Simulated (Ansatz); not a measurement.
Relaxation of CH$_{5}$GaO (8 atoms, charge 0, multiplicity 1), to a largest force component of 0.02 eV/Å in at most 40 steps.

Theory: Ansatz 0.2.0, RKS B3LYP-D4/def2-SVP.

```xyz
8
Properties=species:S:1:pos:R:3
Ga 0.000 0.000 0.000
H 0.000 0.000 1.570
C 1.715 0.000 -0.990
H 2.044 -1.046 -1.160
H 1.578 0.508 -1.967
H 2.484 0.538 -0.398
O -1.550 0.000 -0.895
H -2.060 -0.847 -0.686
```

Q: Where does it end, and by what steps?

A: The run converged. The force dipped under the threshold on the way, but the program's further checks kept it going. After 20 steps the energy has fallen by 0.296 eV; H8 moved furthest, 0.64 Å.

| step | energy less start (eV) | largest force component (eV/Å) | accepted |
| --- | --- | --- | --- |
| 0 | 0.0000 | 1.853 | yes |
| 1 | -0.0624 | 2.108 | yes |
| 2 | -0.2511 | 0.342 | yes |
| 3 | -0.2465 | 0.543 | no |
| 4 | -0.2859 | 0.326 | yes |
| 5 | -0.2933 | 0.071 | yes |
| 6 | -0.2930 | 0.114 | no |
| 7 | -0.2935 | 0.020 | yes |
| 8 | -0.2940 | 0.025 | yes |
| 9 | -0.2931 | 0.201 | no |
| 10 | -0.2945 | 0.035 | yes |
| 11 | -0.2949 | 0.067 | yes |
| 12 | -0.2951 | 0.045 | yes |
| 13 | -0.2954 | 0.034 | yes |
| 14 | -0.2954 | 0.052 | no |
| 15 | -0.2957 | 0.027 | yes |
| 16 | -0.2957 | 0.055 | no |
| 17 | -0.2958 | 0.019 | yes |
| 18 | -0.2959 | 0.027 | yes |
| 19 | -0.2959 | 0.020 | yes |
| 20 | -0.2960 | 0.009 | yes |

```xyz
8
Properties=species:S:1:pos:R:3
Ga 0.072 -0.201 0.021
H -0.131 -0.400 1.570
C 1.735 0.014 -1.003
H 2.359 -0.891 -0.917
H 1.506 0.189 -2.064
H 2.326 0.860 -0.618
O -1.411 -0.160 -0.998
H -2.243 -0.258 -0.519
```

Whether the end is a true minimum wasn't checked by a vibrational analysis.

Run time: 75 s on 1 thread of Arm Neoverse V1, with other jobs on the host, peak memory 0.17 GiB.
